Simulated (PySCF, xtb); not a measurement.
# FN2Si−: 3 structures ranked

3 gas-phase structures of FN2Si−, found in a search over its isomers (lower ones may exist). Each was relaxed with GFN2-xTB; where two conformers were screened, the lower at r2SCAN-D4/def2-SVPD is listed:

A. the triplet with the links of `[N-]=N[Si]F`
B. `[N-]=N[Si]F`, a singlet
C. a singlet given by its coordinates

C (Å):

```xyz
4

F    -1.3164    0.8659    1.2889
N    -0.0253    0.1399   -1.0080
N     0.6515   -0.4036   -0.1219
Si    0.1873    1.2869    0.4020
```

Close contacts (Å): F1–Si4 1.80, N2–N3 1.24, N2–Si4 1.83, N3–Si4 1.83.

Task: Which do you expect lowest at r2SCAN-D4/def2-SVPD, and how would the others follow?

Result: Calculated order at r2SCAN-D4/def2-SVPD: C (0.0), A (7.3), B (10.4) kcal/mol.

Energies above the lowest of each column, in kcal/mol; the last columns are at B3LYP-D3(BJ)/def2-SVPD geometries (a dash: not run or not comparable):

| structure | GFN2-xTB | HF/STO-3G | r2SCAN-D4/def2-SVPD | B3LYP-D3(BJ)/def2-SVPD | CCSD(T)/def2-SVPD |
| --- | --- | --- | --- | --- | --- |
| C | 7.0 | 4.9 | 0.0 | 0.0 | 0.0 |
| A | – | 0.0 | 7.3 | 7.8 | – |
| B | 0.0 | 39.7 | 10.4 | 3.5 | 4.9 |

CCSD(T)/def2-SVPD puts C lowest of those it was run on; GFN2-xTB picks B, HF/STO-3G picks A. Flexible structures stand in one conformer each, not always the lowest. No reliable frequencies are at hand for these structures. GFN2-xTB has no spin polarisation and isn't compared across spin states. Open shells are spin-unrestricted, some with notable spin contamination. Large T1 diagnostics make some coupled-cluster values less sure.

Programs: PySCF 2.14.0, xtb 6.7.1.
